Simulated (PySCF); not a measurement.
# C2H10F3PSi3: full NMR table

| Quantity | Value |
| --- | --- |
| Formula | C2H10F3PSi3 |
| SMILES | FC(F)(F)C[SiH2]P([SiH3])[SiH3] |
| Point group of the computed structure | C1 |
| Carbon signals | 2 |
| Proton signals | 3 |

Atom-mapped SMILES (the numbers label the heavy atoms): `[F:1][C:2]([F:3])([F:4])[CH2:5][SiH2:6][P:7]([SiH3:8])[SiH3:9]` (H(Xn): hydrogen on atom n).

[PySCF 2.14: structure optimised with PBE0-D3(BJ)/def2-SVP; B97-2/pcSseg-1 with gauge-including orbitals; a single conformation; averaged over atoms made equivalent by symmetry, fast rotation or ring inversion; no solvent; non-relativistic Hamiltonian]

Scale: TMS for ¹H (σ = 31.38 ppm) and ¹³C (σ = 183.69 ppm) and ²⁹Si (σ = 357.41 ppm); ¹⁹F (σ = 178.12 ppm) vs CFCl3; H3PO4 for ³¹P (σ = 316.18 ppm) (reference shieldings calculated alike).

```tsv
carbon	δC, type	δH (multiplicity)	HMBC from (2–3 bonds)	span of the C tensor (ppm)
C2	130.0, C	–	H(Si6), H(C5)	13
C5	21.7, CH2	1.62 (m)	H(Si6)	54
```

Other nuclei:
| atoms | nucleus | environment | δ (ppm) | σ (ppm) |
| --- | --- | --- | --- | --- |
| H(Si6) | ¹H | hydrogen on a silicon bonded to C, P | 4.32 | 27.05 |
| H(Si8)/H(Si9) | ¹H | hydrogen on a silicon bonded to P | 4.01 | 27.36 |
| F1/F3/F4 | ¹⁹F | fluorine of a CF3 group | -73.0 | 251.1 |
| P7 | ³¹P | phosphorus bonded to 3 Si | -362.1 | 678.3 |
| Si6 | ²⁹Si | silicon bonded to C, P, 2 H | -33.4 | 390.8 |
| Si8/Si9 | ²⁹Si | silicon bonded to P, 3 H | -63.8 | 421.2 |

1. δC 130.0: CF3 carbon; 3 electronegative neighbours deshield it.
2. δC 21.7: sp3 CH2 bonded to Si.
3. δH 4.32: hydrogen on a silicon bonded to C, P.
4. δH 4.01: hydrogen on a silicon bonded to P.
5. δH 1.62: hydrogen on an sp3 CH2 bonded to Si.

Splittings by ¹⁹F and ³¹P in the carbon and heteronuclear signals aren't shown, as no couplings were computed. Shifts are as computed. Against solution values, carbons near 30 ppm lie about +1 ppm off and those near 130 ppm about +2 ppm. Of 1309 compounds with measured shifts, 239 miss one by over three times the rms of a fit or turn the order of signals round; such compounds aren't used in these exercises. Unscaled 19F shifts against computed CFCl3 carry errors that often reach 10 to 50 ppm. Experimental scales use liquid or dissolved standards, which lie at an offset from isolated H3PO4. Multiplicities follow the n + 1 count of equivalent neighbours, as no J values were calculated; m marks all less simple cases, F and P coupling included.
